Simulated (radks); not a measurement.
Charge is removed step by step from the 3p down level of In, starting from [Ne] 3s2 3p(up 3, down 3) 3d10 4s2 4p6 4d10 5s2 5p1. Method: scalar-relativistic Kohn-Sham, r2SCAN, spin-polarised, spherical densities, finite nucleus; open shells are filled with parallel spins first (spin-orbit coupling, left out, can overturn this in heavy ions); meta-GGA in the generalised Kohn-Sham scheme; Fermi nuclear charge, rms radius 4.6156 fm; computed with a radial shooting solver on a logarithmic mesh with Libxc functionals.

removed (e) = 0: E - E(0) (eV) 0.000; eigenvalue (eV) -656.79; E minus straight line (eV) 0.000
removed (e) = 0.125: E - E(0) (eV) 82.294; eigenvalue (eV) -660.93; E minus straight line (eV) -1.859
removed (e) = 0.25: E - E(0) (eV) 165.11; eigenvalue (eV) -665.12; E minus straight line (eV) -3.197
removed (e) = 0.375: E - E(0) (eV) 248.45; eigenvalue (eV) -669.35; E minus straight line (eV) -4.009
removed (e) = 0.5: E - E(0) (eV) 332.32; eigenvalue (eV) -673.63; E minus straight line (eV) -4.289
removed (e) = 0.625: E - E(0) (eV) 416.73; eigenvalue (eV) -677.94; E minus straight line (eV) -4.032
removed (e) = 0.75: E - E(0) (eV) 501.68; eigenvalue (eV) -682.29; E minus straight line (eV) -3.235
removed (e) = 0.875: E - E(0) (eV) 587.18; eigenvalue (eV) -686.67; E minus straight line (eV) -1.892
removed (e) = 1: E - E(0) (eV) 673.22; eigenvalue (eV) -691.08; E minus straight line (eV) 0.000

Removing the whole electron costs 673.22 eV by Delta-SCF, against 656.79 eV from minus the eigenvalue at the starting occupation. Slater's transition state (half an electron removed) gives 673.63 eV. Integrating minus the eigenvalue over the occupation (Janak's theorem) gives 673.73 eV. In this scalar-relativistic scheme the density is built from large components alone, so the theorem holds only approximately. The mean slope of the eigenvalue, de/dn, is 34.3 eV per electron.
